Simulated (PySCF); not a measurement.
Molecule: `CCC(=C)/C=C\C#N`, C7H9N.

Cartesian coordinates in Å; atom numbers follow the order of the lines, from 1:
```xyz
17

C     0.0970   -1.0520    1.9727
C    -0.1817   -0.4800    0.7966
C    -1.1816    0.5683    0.7561
C    -1.6731    1.2364   -0.3012
C    -1.3333    1.0893   -1.6548
N    -1.1194    1.0406   -2.7829
C     0.5530   -0.8895   -0.4484
C     1.6845    0.0919   -0.7599
H     0.8254   -1.8399    2.0573
H    -0.3948   -0.7583    2.8851
H    -1.5894    0.8293    1.7259
H    -2.4337    1.9932   -0.1428
H    -0.1316   -0.9324   -1.2955
H     0.9752   -1.8855   -0.3023
H     2.3815    0.1420    0.0743
H     2.2230   -0.2303   -1.6472
H     1.2921    1.0891   -0.9429
```

Frames of a GFN2-xTB Langevin trajectory at 300 K; GIAO PBE0/pcSseg-1 shieldings in PySCF 2.14, gas phase, non-relativistic; equivalent atoms averaged within each frame.

Scale: ¹³C (σref 186.93) and ¹H (σref 31.72) against TMS; ¹⁵N (σref 267.73) vs NH3 (reference shieldings calculated alike). The references are static minima.

Task: How do the shifts (ppm) fluctuate along the trajectory?

Result: 
| time (fs) | C3 | C2 | C1 | C5 | C4 | C7 | C8 | N6 | H11 | H12 |
| --- | --- | --- | --- | --- | --- | --- | --- | --- | --- | --- |
| optimised geometry | 157.3 | 158.5 | 134.7 | 123.1 | 99.8 | 30.4 | 19.4 | 332.2 | 6.80 | 5.36 |
| 250 | 166.9 | 162.7 | 130.9 | 122.9 | 103.6 | 31.8 | 22.4 | 340.8 | 6.79 | 5.88 |
| 425 | 160.3 | 164.6 | 140.1 | 120.8 | 96.9 | 26.8 | 12.1 | 334.4 | 7.23 | 4.75 |
| 625 | 157.0 | 164.4 | 131.7 | 123.1 | 101.2 | 30.8 | 27.4 | 332.1 | 6.90 | 4.75 |
| 800 | 161.9 | 155.6 | 135.0 | 116.6 | 98.2 | 32.7 | 19.9 | 318.9 | 6.84 | 4.99 |
| 1000 | 157.7 | 165.4 | 138.1 | 120.8 | 104.2 | 42.4 | 21.0 | 333.7 | 7.12 | 4.62 |
| mean of frames | 160.8 | 162.5 | 135.2 | 120.8 | 100.8 | 32.9 | 20.6 | 332.0 | 6.98 | 5.00 |
| standard deviation | 4.0 | 4.0 | 4.0 | 2.6 | 3.2 | 5.8 | 5.5 | 8.0 | 0.19 | 0.51 |

5 frames give an uncertainty of the mean of about the standard deviation over 2.2 at best, since frames this close in time may not be independent; classical motion lacks zero-point vibration, and the reference would need the same averaging.
